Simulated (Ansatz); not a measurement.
Start from `CS[SiH2][SiH3]` and change one atom or group to get `CS[SiH2]O[SiH3]`.

Ansatz, PBE0-D4/def2-TZVP geometries, multiplicity 1. Each molecule was computed in one conformer, which needn't be the lowest.

```json
{"property": "LUMO energy (PBE0/def2-TZVPP) / eV", "`CS[SiH2][SiH3]`": "-0.16"}
{"property": "LUMO energy (PBE/def2-TZVPP) / eV", "`CS[SiH2][SiH3]`": "-1.02"}
{"property": "HOMO–LUMO gap (B3LYP/def2-TZVPP) / eV", "`CS[SiH2][SiH3]`": "6.39"}
{"property": "size of the dipole moment (ωB97M-V/def2-TZVPP) / D", "`CS[SiH2][SiH3]`": "1.29"}
{"property": "HOMO energy (PBE/def2-TZVPP) / eV", "`CS[SiH2][SiH3]`": "-5.74"}
{"property": "HOMO–LUMO gap (PBE/def2-TZVPP) / eV", "`CS[SiH2][SiH3]`": "4.72"}
```

Task: What does the change do to each property? (An estimate is asked.)

Result: The calculation gave: 
```csv
property,`CS[SiH2]O[SiH3]`,shift
LUMO energy (PBE0/def2-TZVPP) / eV,-0.09,0.07
LUMO energy (PBE/def2-TZVPP) / eV,-0.97,0.05
HOMO–LUMO gap (B3LYP/def2-TZVPP) / eV,6.65,0.26
size of the dipole moment (ωB97M-V/def2-TZVPP) / D,1.21,-0.08
HOMO energy (PBE/def2-TZVPP) / eV,-5.98,-0.24
HOMO–LUMO gap (PBE/def2-TZVPP) / eV,5.02,0.30
```

With PBE0 the HOMO falls by 0.24 eV and the LUMO rises by 0.07 eV, so the gap widens by about 0.31 eV. PBE moves the HOMO by -0.24 eV and ωB97M-V by -0.25 eV. Dipoles are sizes alone; their direction can turn.

B3LYP here is the variant with VWN-RPA as its local correlation; programs differ in this.
